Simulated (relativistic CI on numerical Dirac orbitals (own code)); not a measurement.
Charge states of samarium

Method of calculation: Dirac-Coulomb-Breit CI, KLI orbitals optimised for each configuration, QED by a radiative potential, valence Slater integrals scaled by 0.9 (own radial code, finite nucleus).

Each species is treated in one configuration, given outside its closed core. Radial values are for the open shell of highest l, unscaled and averaged over j; ζ includes the Breit term. Labels give the leading LS character, summed over repeated terms.

| Ion | Configuration | Its lowest level | LS weight (%) | g_J | g√(J(J+1)) | F² (cm⁻¹) | F⁴ (cm⁻¹) | ζ (cm⁻¹) |
| --- | --- | --- | --- | --- | --- | --- | --- | --- |
| Sm²⁷⁺ | 3d10 4s2 4p5 | 2P°_3/2 | 100 | 1.331 | 2.58 |  |  | 188500 |
| Sm²⁸⁺ | 3d10 4s2 4p4 | 3P_2 | 73 | 1.360 | 3.33 | 191500 |  | 192200 |
| Sm²⁹⁺ | 3d10 4s2 4p3 | J = 3/2 (mixed) | 43 | 1.412 | 2.73 | 192800 |  | 195900 |
| Sm³⁰⁺ | 3d10 4s2 4p2 | 3P_0 | 74 |  | 0.00 | 194000 |  | 199600 |
| Sm³¹⁺ | 3d10 4s2 4p | 2P°_1/2 | 100 | 0.662 | 0.57 |  |  | 203400 |
| Sm³²⁺ | 3d10 4s2 | 1S_0 | 100 |  | 0.00 |  |  |  |
| Sm³³⁺ | 3d10 4s | 2S_1/2 | 100 | 1.998 | 1.73 |  |  |  |
| Sm³⁴⁺ | 3d10 | 1S_0 | 100 |  | 0.00 |  |  |  |
| Sm³⁵⁺ | 3d9 | 2D_5/2 | 100 | 1.193 | 3.53 |  |  | 89010 |
| Sm³⁶⁺ | 3d8 | 3F_4 | 90 | 1.219 | 5.45 | 463300 | 298400 | 91120 |
| Sm³⁷⁺ | 3d7 | 4F_9/2 | 66 | 1.242 | 6.18 | 468600 | 302000 | 93270 |
| Sm³⁸⁺ | 3d6 | J = 4 (mixed) | 41 | 1.290 | 5.77 | 473800 | 305600 | 95460 |
| Sm³⁹⁺ | 3d5 | J = 5/2 (mixed) | 30 | 1.419 | 4.20 | 479100 | 309200 | 97700 |
| Sm⁴⁰⁺ | 3d4 | 3P_0 | 57 |  | 0.00 | 484300 | 312700 | 99980 |
| Sm⁴¹⁺ | 3d3 | 4F_3/2 | 53 | 0.665 | 1.29 | 489500 | 316300 | 102300 |
| Sm⁴²⁺ | 3d2 | 3F_2 | 77 | 0.748 | 1.83 | 494700 | 319800 | 104700 |
| Sm⁴³⁺ | 3d | 2D_3/2 | 100 | 0.791 | 1.53 |  |  | 107100 |
| Sm⁴⁴⁺ | 3s2 3p6 | 1S_0 | 100 |  | 0.00 |  |  |  |
| Sm⁴⁵⁺ | 3s2 3p5 | 2P°_3/2 | 100 | 1.325 | 2.57 |  |  | 807000 |
| Sm⁴⁶⁺ | 3s2 3p4 | 3P_2 | 70 | 1.341 | 3.29 | 433400 |  | 818400 |
| Sm⁴⁷⁺ | 3s2 3p3 | J = 3/2 (mixed) | 47 | 1.363 | 2.64 | 435800 |  | 829800 |
| Sm⁴⁸⁺ | 3s2 3p2 | 3P_0 | 71 |  | 0.00 | 438200 |  | 841400 |
| Sm⁴⁹⁺ | 3s2 3p | 2P°_1/2 | 100 | 0.654 | 0.57 |  |  | 853000 |
| Sm⁵⁰⁺ | 3s2 | 1S_0 | 100 |  | 0.00 |  |  |  |
